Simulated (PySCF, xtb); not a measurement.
Acid–base and redox partners of O[GeH3]. All species are isolated molecules in the gas phase. One relaxed conformer stands for each flexible species; it need not be the lowest. Strings in code marks are SMILES.

Quantity: gas-phase deprotonation enthalpy at 298 K, in eV. Enthalpy corrections at 298 K come from GFN2-xTB frequencies (xtb).

Level: PBE0-D4/def2-TZVPD (PySCF).

```csv
species,E (Ha),H(298 K) − E (Ha)
`[GeH3][OH]`,-2154.32988,0.03908
`[O-][GeH3]` (not the most acidic site),-2153.73539,0.02511
H+,0,0.00236
```

**Question.** Work out the gas-phase deprotonation enthalpy at 298 K.

**Answer.** H = E + (H − E) for each species, with 5/2 RT for the lone particle. The enthalpy of the separated products less that of the bound species is 0.58287 Ha, or 15.86 eV.
